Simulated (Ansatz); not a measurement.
Basis sets compared for the cluster Al2Cu. Total charge 0; doublet. Geometry PBE0-D4/def2-TZVP. Ansatz on 2 threads of Arm Neoverse V2 on a shared host; times are rough, and most runs start from earlier orbitals.

Cartesian coordinates in Å:
```
Al 0.7996 0.9444 0.7191
Al -1.2879 -0.4080 0.4725
Cu 0.4883 -0.5365 -1.1916
```

The structure comes from a short search, and lower isomers may exist.

Binding counts from free atoms (Al doublet, Cu doublet) in the same basis, without a counterpoise term.

```csv
level,functions,energy (Eh),HOMO (eV),LUMO (eV),binding per atom (eV),wall time
PBE-D4/def2-SVP,67,-2124.4437,-3.93,-3.51,1.68,1.8 s
PBE-D4/def2-TZVP,119,-2124.8727,-4.01,-3.57,1.57,2.4 s
r2SCAN-D4/def2-TZVP,119,-2125.2996,-4.27,-3.49,1.55,7.5 s
PBE0-D4/def2-SVP,67,-2124.4763,-4.67,-2.89,1.44,2.7 s
PBE0-D4/def2-TZVP (with forces),119,-2124.8930,-4.74,-2.91,1.37,13 s
```

Estimate the rows for PBE-D4/def2-TZVPD, r2SCAN-D4/def2-TZVPD, PBE0-D4/def2-TZVPD.


| level | functions | energy (Eh) | HOMO (eV) | LUMO (eV) | binding per atom (eV) | wall time |
| --- | --- | --- | --- | --- | --- | --- |
| PBE-D4/def2-TZVPD | 134 | -2124.8731 | -4.03 | -3.58 | 1.57 | 3.4 s |
| r2SCAN-D4/def2-TZVPD | 134 | -2125.3000 | -4.28 | -3.49 | 1.55 | 9 s |
| PBE0-D4/def2-TZVPD | 134 | -2124.8933 | -4.74 | -2.92 | 1.37 | 9.5 s |
